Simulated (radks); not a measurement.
Values are calculated unless marked as measured or tabulated.
Effect of the nuclear size on neutral magnesium, [Ne] 3s2. Level of theory: Dirac Kohn-Sham, PBE, spin-unpolarised, spherical densities, finite nucleus; Fermi nuclear charge, rms radius 3.057 fm (a radial shooting solver on a logarithmic mesh with Libxc functionals). The rms radius is varied about that value; shifts are against it.

| rms radius (fm) | total energy shift (eV) | density at nucleus (e/bohr^3) | 1s1/2 shift (meV) |
|---|---|---|---|
| 2.7452 | -0.000512 | 1162 | -0.212 |
| 2.7605 | -0.000488 | 1162 | -0.202 |
| 3.057 | 0 | 1161 | 0.000 |
| 3.1946 | 0.000243 | 1161 | 0.101 |
| 3.6837 | 0.00119 | 1159 | 0.494 |

Slopes of the eigenvalues against <r^2> in GHz/fm^2, as finite differences over the two radii next to the reference (eigenvalue slopes, not the field-shift constants of lines): 1s1/2 28.3.
